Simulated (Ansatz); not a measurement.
`C=[C](C)[GaH][OH]` and `C=C(C)CF` differ in one atom or group.

Ansatz, PBE0-D4/def2-TZVP geometries, multiplicity 1. Each molecule was computed in one conformer, which needn't be the lowest.

Scalar relativity is left out up to krypton.

```tsv
property	`C=[C](C)[GaH][OH]`
HOMO energy (PBE0/def2-TZVPP) / eV	-7.63
LUMO energy (PBE0/def2-TZVPP) / eV	-1.11
HOMO–LUMO gap (PBE0/def2-TZVPP) / eV	6.52
zero-point energy (PBE0-D4/def2-TZVP) / kJ/mol	237.0
HOMO energy (B3LYP/def2-TZVPP) / eV	-7.41
size of the dipole moment (PBE/def2-TZVPP) / D	0.65
```

Task: Give the same properties after the change, and the shifts. (An estimate is asked.)

Result: The calculation gave: 
```
                                      property  `C=C(C)CF`  shift
            HOMO energy (PBE0/def2-TZVPP) / eV       -7.34   0.29
            LUMO energy (PBE0/def2-TZVPP) / eV        0.31   1.42
          HOMO–LUMO gap (PBE0/def2-TZVPP) / eV        7.65   1.13
zero-point energy (PBE0-D4/def2-TZVP) / kJ/mol       265.4   28.4
           HOMO energy (B3LYP/def2-TZVPP) / eV       -7.13   0.28
size of the dipole moment (PBE/def2-TZVPP) / D        1.90   1.25
```

With PBE0 the HOMO rises by 0.29 eV and the LUMO rises by 1.42 eV, so the gap widens by about 1.13 eV. PBE moves the HOMO by 0.31 eV and ωB97M-V by 0.26 eV. Dipoles are sizes alone; their direction can turn.

Positive LUMOs are unbound, so they and the gaps depend on the basis.

B3LYP here is the variant with VWN-RPA as its local correlation; programs differ in this.
